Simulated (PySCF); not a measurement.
# What the low excited states add to the polarisability

CH9GeNSi.
Structure used (PBE0-D3(BJ)/def2-SVP), in Å, numbered top down from 1:
```
atom  x, y, z in Å
C1    -2.3195    0.0495    0.4508
Ge2   -0.6847   -0.6898   -0.3037
N3     0.6585    0.5441   -0.0387
Si4    2.3716    0.3072   -0.1490
H5    -2.6156    0.9580   -0.0942
H6    -3.1400   -0.6790    0.3769
H7    -2.1707    0.3034    1.5103
H8    -0.2803   -2.0057    0.3963
H9    -0.8631   -0.9763   -1.8127
H10    0.3362    1.4712    0.2187
H11    3.0305    1.6319   -0.3709
H12    2.6823   -0.6066   -1.2933
H13    2.9858   -0.3069    1.0741
```

Computed with TDDFT CAM-B3LYP/def2-SVPD, vertical, gas phase, core orbitals frozen in the response in PySCF. Relativistic effects, spin–orbit coupling among them, are left out although an element past zinc is present.

Excitation energies and transition dipoles (atomic units, axes of the coordinates) of those of the lowest 10 singlets that add 0.02 au or more to the mean polarisability:

| state | ΔE (hartree) | μx | μy | μz |
| --- | --- | --- | --- | --- |
| S1 | 0.2221 | 0.063 | -0.007 | 0.180 |
| S2 | 0.2517 | -0.276 | 0.061 | -0.192 |
| S3 | 0.2620 | 0.016 | -0.131 | 0.317 |
| S4 | 0.2716 | -0.068 | -0.003 | -0.403 |
| S5 | 0.2758 | -0.100 | -0.010 | -0.296 |
| S6 | 0.2855 | 0.140 | -0.067 | -0.128 |
| S7 | 0.2950 | -0.494 | -0.137 | 0.001 |
| S8 | 0.3035 | -0.212 | 0.090 | 0.035 |
| S9 | 0.3052 | 0.131 | 0.270 | -0.005 |
| S10 | 0.3080 | 0.595 | 0.037 | -0.158 |

Q: What does each state add to αxx, αyy and αzz, and how do the sums compare with the full static tensor?

A: Each state adds 2 μα² / ΔE.

```
        state  αxx (au)  αyy (au)  αzz (au)
           S1      0.04      0.00      0.29
           S2      0.61      0.03      0.29
           S3      0.00      0.13      0.77
           S4      0.03      0.00      1.19
           S5      0.07      0.00      0.63
           S6      0.14      0.03      0.11
           S7      1.65      0.13      0.00
           S8      0.30      0.05      0.01
           S9      0.11      0.48      0.00
          S10      2.30      0.01      0.16
all 10 states       5.2       0.9       3.5
full response      92.8      73.6      71.5
    share (%)         6         1         5
```

The rest comes from the higher roots of the same response equations.

Q: Give the full tensor and its principal values.

A: In au, rows and columns x, y, z:
```
x   92.8  2.1 -1.6
y    2.1 73.6  1.6
z   -1.6  1.6 71.5
```
Principal values 70.4, 74.4 and 93.1 au; mean 79.3 au (11.75 Å³).

Q: By how much does the contribution of these states grow at 1064 nm?

A: With ω = 0.0428 hartree each state's term in the mean polarisability goes from f / ΔE² to f / (ΔE² − ω²), f = (2/3) ΔE |μ|²; the sum over all 10 states goes from 3.19 to 3.27 au, a rise of 0.08 au.

One conformer stands for the species.
